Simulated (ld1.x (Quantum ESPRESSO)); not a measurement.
Logarithmic derivatives: Ga (Z = 31), ultrasoft

ld1.x (Quantum ESPRESSO) 7.5 input, shortened:

```
&input
   title='Ga', zed=31., rel=1, dft='PZ', iswitch=3,
   config='[Ar] 3d10 4s1.5 4p1.5'
 /
 &inputp
   pseudotype=3, tm=.true., lloc=-1, rcloc=1.45,
   nlcc=.false.
 /
6
4S  1  0   1.50   0.00  1.55  1.80  0.0
4S  1  0   0.00   2.75  1.55  1.80  0.0
4P  2  1   1.50   0.00  1.85  2.20  0.0
4P  2  1   0.00   3.20  1.85  2.20  0.0
3D  3  2  10.00   0.00  1.05  1.25  0.0
3D  3  2   0.00  -1.20  1.05  1.25  0.0
 &test
   configts(1)='3d10 4s1.5 4p1.5'
 /
```

The phase is arctan(r·u′/u) with u = r·R(r), unwrapped; energies in Ry, scanned from -3 to 5 Ry. A pole is an energy at which the radial function vanishes at the test radius. The pseudo phase is shifted by a multiple of π to meet the all-electron one at the reference energy, and phase errors are pseudo minus all-electron; the curves can meet again beyond the range given. Levels narrower than the energy grid can be missing from the lists of poles.

```
channel  radius (bohr)  reference energy (Ry)  poles, all-electron  poles, pseudo  unbroken range about the reference energy with phases within 0.05 rad  phase error 1 Ry above the reference energy (rad)
      s           2.39                  -0.72                 0.88           0.88                                                              below 4.6                                             -0.000
      p           2.39                  -0.23                 2.10           2.10                                                        the whole range                                             -0.000
      d           2.39                  -1.50          -1.44, 4.27    -1.44, 4.25                                                        the whole range                                             -0.000
```

Phases in the p channel:

| E (Ry) | all-electron | pseudo |
| --- | --- | --- |
| -3.00 | 1.295 | 1.294 |
| -2.76 | 1.279 | 1.279 |
| -2.52 | 1.261 | 1.261 |
| -2.28 | 1.239 | 1.239 |
| -2.04 | 1.213 | 1.212 |
| -1.80 | 1.179 | 1.179 |
| -1.56 | 1.137 | 1.136 |
| -1.32 | 1.079 | 1.078 |
| -1.08 | 0.997 | 0.997 |
| -0.84 | 0.875 | 0.875 |
| -0.60 | 0.678 | 0.678 |
| -0.36 | 0.346 | 0.346 |
| -0.12 | -0.152 | -0.152 |
| 0.12 | -0.651 | -0.651 |
| 0.36 | -0.983 | -0.984 |
| 0.60 | -1.181 | -1.181 |
| 0.84 | -1.305 | -1.305 |
| 1.08 | -1.389 | -1.389 |
| 1.32 | -1.449 | -1.449 |
| 1.56 | -1.495 | -1.496 |
| 1.80 | -1.533 | -1.533 |
| 2.04 | -1.564 | -1.564 |
| 2.28 | -1.591 | -1.591 |
| 2.52 | -1.616 | -1.616 |
| 2.76 | -1.640 | -1.640 |
| 3.00 | -1.662 | -1.662 |
| 3.24 | -1.685 | -1.685 |
| 3.48 | -1.708 | -1.708 |
| 3.72 | -1.734 | -1.734 |
| 3.96 | -1.761 | -1.762 |
| 4.20 | -1.793 | -1.794 |
| 4.44 | -1.831 | -1.833 |
| 4.68 | -1.877 | -1.881 |
| 4.92 | -1.937 | -1.945 |
